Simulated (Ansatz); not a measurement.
A run on BFGeH₄O, SMILES `FB[O][GeH3]` with other settings.

```yaml
crystal:
  periodic: [false, false, false]
  atoms:
    - {symbol: F, position_ang: [2.430632, -0.608188, -1.252745]}
    - {symbol: B, position_ang: [1.456453, -0.009546, -0.577032]}
    - {symbol: O, position_ang: [0.291770, -0.651038, -0.436441]}
    - {symbol: Ge, position_ang: [-1.167964, -0.066565, 0.427699]}
    - {symbol: H, position_ang: [1.675117, 1.082287, -0.125475]}
    - {symbol: H, position_ang: [-0.871355, 1.330670, 0.989412]}
    - {symbol: H, position_ang: [-1.434252, -1.090459, 1.535217]}
    - {symbol: H, position_ang: [-2.288303, -0.044362, -0.616335]}
basis:
  gaussian: {orbitals: 6-31G, nuclear_model: gaussian}
hamiltonian: {xc: {name: B2PLYP}}
output: {forces: true}
```

```sh
$ ansatz run in.yaml --threads 2 --pin off --events-out ev --progress --plain --max-ram 4352MiB
```

Output, abridged:

```
Functional definition: B2PLYP
656 factors; integrals over basis functions are off by at most 4.5e-4 eV
mean field evaluation 1: about -61990.5244 eV, gradient 4.5e1 eV
mean field evaluation 2: about -61990.6585 eV, gradient 4.5e1 eV
mean field evaluation 4: about -61994.1394 eV, gradient 4.5e0 eV
mean field evaluation 8: about -61994.1769 eV, gradient 1.9e-1 eV
mean field evaluation 16: about -61994.1769 eV, gradient 7.1e-6 eV
mean field -61994.17693110 eV, -2278.2439810556 hartree, gradient 7.1e-6 eV, S^2 0.000000; 0 other end points of the search recorded, 0 dependent functions left out
12 core orbitals not correlated: weight in the atoms' cores, before any rotation towards them, 1.000 or more for the frozen orbitals, at most 0.000 for the correlated occupied ones
reference -61994.17707921 eV, -2278.2439864985 hartree; 17, 17 occupied and 35, 35 virtual orbitals, 656 factors
second order -17.09653289 eV of doubles, -0.00000000 eV of singles
Total energy: -61998.79314309 eV, -2278.4136237172 hartree
Atom 0 at     2.430632    -0.608188    -1.252745 Å, force     1.650266    -0.835448    -1.058373 eV/Å
Atom 1 at     1.456453    -0.009546    -0.577032 Å, force    -0.304795     1.259933     0.739426 eV/Å
Atom 2 at     0.291770    -0.651038    -0.436441 Å, force    -0.493476    -0.288736     0.051378 eV/Å
Atom 3 at    -1.167964    -0.066565     0.427699 Å, force    -0.696460    -0.081378     0.233632 eV/Å
Atom 4 at     1.675117     1.082287    -0.125475 Å, force    -0.060579    -0.173034    -0.061835 eV/Å
Atom 5 at    -0.871355     1.330670     0.989412 Å, force     0.018013     0.085912     0.034893 eV/Å
Atom 6 at    -1.434252    -1.090459     1.535217 Å, force    -0.045806     0.003151     0.057679 eV/Å
Atom 7 at    -2.288303    -0.044362    -0.616335 Å, force    -0.067162     0.029601     0.003200 eV/Å
Dipole moment:    -0.577261     0.316878     0.383213 e Å
```

It took 2.9 s on 2 threads of an Arm Neoverse V2 on a shared host, with 0.13 GiB of host memory at the peak.
